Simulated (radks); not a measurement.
Problem. Species: Sr33+. Configuration: [He] 2s1.5 2p1 3d0.5 (fractional occupations, a model configuration). Method: Dirac Kohn-Sham, BLYP, spin-unpolarised, spherical densities, finite nucleus; open shells fill j = l - 1/2 first; Fermi nuclear charge, rms radius 4.224 fm; computed with a radial shooting solver on a logarithmic mesh with Libxc functionals.

Spin-orbit splittings of the eigenvalues, e(l+1/2) - e(l-1/2), with zeta = 2 splitting/(2l+1) and mean radii in bohr:

| shell | occ. | splitting (eV) | zeta (eV) | <r> j=l-1/2 | <r> j=l+1/2 |
|---|---|---|---|---|---|
| 2p | 1 | 82.50 | 55.00 | 0.1356 | 0.1391 |
| 3d | 0.5 | ? | ? | 0.3030 | 0.3047 |

Estimate the 3d splitting.

Solution. 6.607 eV (zeta = 2.643 eV).
